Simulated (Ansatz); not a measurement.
Isolated molecules relaxed with PBE0-D4/def2-TZVP in Ansatz; ΔE leaves out vibrations. CBS: MP2 limit from def2 TZ/QZ plus the TZ coupled-cluster correction, frozen cores. Functionals use def2-TZVPP. One conformer a species, not always the lowest.

`CBNC` + `O=C(O)O` → `CBOC(=O)O` + CH₃NH₂  (ligand exchange at a B–N bond)

Q: Is it downhill or uphill in electronic energy at CCSD(T)/CBS, and by how much? (Best estimate.)

A: Ansatz gave: Uphill: ΔE = +34.1 kJ/mol.

Q: What do these levels give: r2SCAN-D4, PBE0-D4, r2SCAN, SCS-MP2/def2-TZVPP, MP2/def2-QZVPP, HF/CBS(def2)? (An estimate is asked.)

A: Ansatz gave: r2SCAN-D4 37.6, PBE0-D4 40.4, r2SCAN 37.5, SCS-MP2/def2-TZVPP 34.1, MP2/def2-QZVPP 36.7, HF/CBS(def2) 20.7 kJ/mol.

Largest T1 diagnostic among the species: 0.014.

In def2-TZVPP, CCSD(T) changes the Hartree–Fock value by +12.8 kJ/mol (the triples alone add +1.5 kJ/mol) and MP2 by +15.5 kJ/mol.
